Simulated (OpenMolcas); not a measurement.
## C IV: input and output

Input:

```
&GATEWAY
Coord
1

C 0.0 0.0 0.0
Basis=ANO-L-VQZP
Group=XYZ
NoMove
AngMom=0.0 0.0 0.0
AMFI
&SEWARD
&RASSCF
FileOrb=start.orb
Symmetry=1
Spin=2
nActEl=1 0 0
Inactive=1 0
Ras2=1 3
CIRoot=1 1 1
SDav=1
CIMx=300
Iter=120 100
PrWF=0.3
OrbListing=Nothing
MaxOrb=0
Atom
>>> COPY $Project.JobIph JOB001
&RASSCF
FileOrb=start.orb
Symmetry=2
Spin=2
nActEl=1 0 0
Inactive=1 0
Ras2=1 3
CIRoot=3 3 1
SDav=3
CIMx=300
Iter=120 100
PrWF=0.3
OrbListing=Nothing
MaxOrb=0
Atom
>>> COPY $Project.JobIph JOB002
&RASSI
NrOfJobIphs=2 1 3
1
1 2 3
IphNames
JOB001
JOB002
EJob
SpinOrbit
DIPRint=1.0
SOCoupling=1000.0
Subsets=2
MEES
Property=10
'ANGMOM' 1 'ANGMOM' 2 'ANGMOM' 3 'MLTPL  1' 1 'MLTPL  1' 2 'MLTPL  1' 3
'AMFI' 1 'AMFI' 2 'AMFI' 3 'MLTPL  2' 6
SOProperty=3
'ANGMOM' 1 'ANGMOM' 2 'ANGMOM' 3
```

Launched by
```bash
OMP_NUM_THREADS=1 MOLCAS_MEM=2252 MOLCAS_PROJECT=a pymolcas a.inp > a.log  # once for each step of the input, in one work folder
```

A driver script runs the steps one by one and writes start.orb anew before each from the orbitals found so far.

Output, cut to the results:

```
--- SEWARD ---
Basis set label: C.ANO-L...5S4P3D2F.

      Electronic valence basis set:
      ------------------
      Associated Effective Charge   6.000000 au
      Associated Actual Charge      6.000000 au
      Nuclear Model: Point charge

      Shell  nPrim  nBasis  Cartesian Spherical Contaminant
         s      14       5        X
         p       9       4        X
         d       4       3                 X
         f       3       2                 X
                  Atomic mean-field integrals
--- RASSCF ---
Wave function specifications:
      -----------------------------

      Number of closed shell electrons           2
      Number of electrons in active shells       1
      Max number of holes in RAS1 space          0
      Max nr of electrons in RAS3 space          0
      Number of inactive orbitals                1
      Number of active orbitals                  4
      Number of secondary orbitals              41
      Spin quantum number                      0.5
      State symmetry                             1
Orbital specifications:
      -----------------------

      Symmetry species                           1   2
                                                ag  au
      Frozen orbitals                            0   0
      Inactive orbitals                          1   0
      Active orbitals                            1   3
      RAS1 orbitals                              0   0
      RAS2 orbitals                              1   3
      RAS3 orbitals                              0   0
      Secondary orbitals                        18  23
      Deleted orbitals                           0   0
      Number of basis functions                 20  26
      Number of CSFs                             1
      Number of root(s) required                 1
      Iter CI   SX   CI       RASSCF       Energy    max ROT     max BLB   max BLB  Level Ln srch  Step   QN
          iter iter root      energy       change     param      element    value   shift minimum  type update
 Nr of preliminary CI iterations:   1
 ###############################################################################
 ###############################################################################
 ###                                                                         ###
 ###                                                                         ###
 ###    WARNING: Problems in orbital optimization.                           ###
 ###                                                                         ###
 ###                                                                         ###
 ###############################################################################
 ###############################################################################
  Warning: In symmetry  2, orbital p=   1 has diagonal density matrix element D(p,p) close to zero. D(p,p)=  0.000000E+00
  Warning: In symmetry  2, orbital p=   2 has diagonal density matrix element D(p,p) close to zero. D(p,p)=  0.000000E+00
        ...
  Warning: In symmetry  2, orbital p=   1 has diagonal density matrix element D(p,p) close to zero. D(p,p)=  0.000000E+00
  Warning: In symmetry  2, orbital p=   2 has diagonal density matrix element D(p,p) close to zero. D(p,p)=  0.000000E+00
  Warning: In symmetry  2, orbital p=   3 has diagonal density matrix element D(p,p) close to zero. D(p,p)=  0.000000E+00
        4   1    1    1   -34.72580987    1.07E-13   0.00E+00    2   4 1  2.59E-08   0.50   0.00    SX    NO
      Convergence after  4 iterations
        5   1    1    1   -34.72580987   -9.95E-14   0.00E+00    2   4 1  2.59E-08   0.50   0.00    SX    NO
      Natural orbitals and occupation numbers for root  1
      sym 1:   1.000000
      sym 2:   0.000000   0.000000   0.000000
::    RASSCF root number  1 Total energy:    -34.72580987
--- RASSCF ---
Wave function specifications:
      -----------------------------

      Number of closed shell electrons           2
      Number of electrons in active shells       1
      Max number of holes in RAS1 space          0
      Max nr of electrons in RAS3 space          0
      Number of inactive orbitals                1
      Number of active orbitals                  4
      Number of secondary orbitals              41
      Spin quantum number                      0.5
      State symmetry                             2
Orbital specifications:
      -----------------------

...
--- RASSI ---
SPIN-FREE ENERGIES:
  (Shifted by EMIN (a.u.) =        -34.7258098701)

 SF State       Relative EMIN(au)   Rel lowest level(eV)    D:o, cm**(-1)      L_eff

     1             0.0000000000        0.0000000000              0.0000         0.0
     2             0.2962649929        8.0617811521          65022.6501         1.0
     3             0.2962649929        8.0617811521          65022.6501         1.0
     4             0.2962649929        8.0617811521          65022.6501         1.0
     Dipole printing threshold changed to   1.00000000E+00

++ Dipole transition strengths (spin-free states):
   -----------------------------------------------
     for osc. strength at least  1.00000000E+00

  ( Max oscillator strength is only    9.7312941903184791E-002 )
--
Eigenvalues of complex Hamiltonian:
   -----------------------------------
  (Shifted by EMIN (a.u.) =        -34.7258098701)

 SO State       Relative EMIN(au)   Rel lowest level(eV)    D:o, cm**(-1)     J-value

     1             0.0000000000        0.0000000000              0.0000         0.4
     2             0.0000000000        0.0000000000              0.0000         0.4
     3             0.2959648261        8.0536131974          64956.7711         0.4
     4             0.2959648261        8.0536131974          64956.7711         0.4
     5             0.2964150763        8.0658651294          65055.5896         1.4
     6             0.2964150763        8.0658651294          65055.5896         1.4
     7             0.2964150763        8.0658651294          65055.5896         0.8
     8             0.2964150763        8.0658651294          65055.5896         0.8
Weights of the five most important spin-orbit-free states for each spin-orbit state.

 SO State  Total energy (au)           Spin-free states, spin, and weights
 -------------------------------------------------------------------------------------------------------
...
```

The J values that RASSI prints are effective ones from its own formula and need not be integers or half-integers; the table below assigns J from the states.

Levels above the lowest, from the spin-orbit matrix, grouped by J:

```json
{"Configuration": "2s", "Term": "²S", "J": "1/2", "E (cm⁻¹)": "0.0", "Measured (cm⁻¹)": "0.0", "g": "2.002", "Term weight %": "100"}
{"Configuration": "2p", "Term": "²P°", "J": "1/2", "E (cm⁻¹)": "64957", "Measured (cm⁻¹)": "64484", "g": "0.666", "Term weight %": "100"}
{"Configuration": "2p", "Term": "²P°", "J": "3/2", "E (cm⁻¹)": "65056", "Measured (cm⁻¹)": "64592", "g": "1.334", "Term weight %": "100"}
```

Against the 2 measured excited levels shown (Moore, Selected Tables of Atomic Spectra, NSRDS-NBS 3, section 3) the mean absolute deviation is 470 cm-1; the largest miss in energy is 2p ²P°_1/2: computed 64957, measured 64484 cm⁻¹ (+0.7 %).

With one active electron the reference holds no correlation, so core polarisation is missing. Computed and measured levels are paired by configuration, term and J; levels that our copy of the source lacks, or whose pairing is in doubt (as where it misses far off the trend of its configuration), stay unpaired and out of the deviations. Levels of configurations outside the active space are missing.

The term weight is that of the spin-free term in the level, not the purity of its configuration. ° marks odd parity.
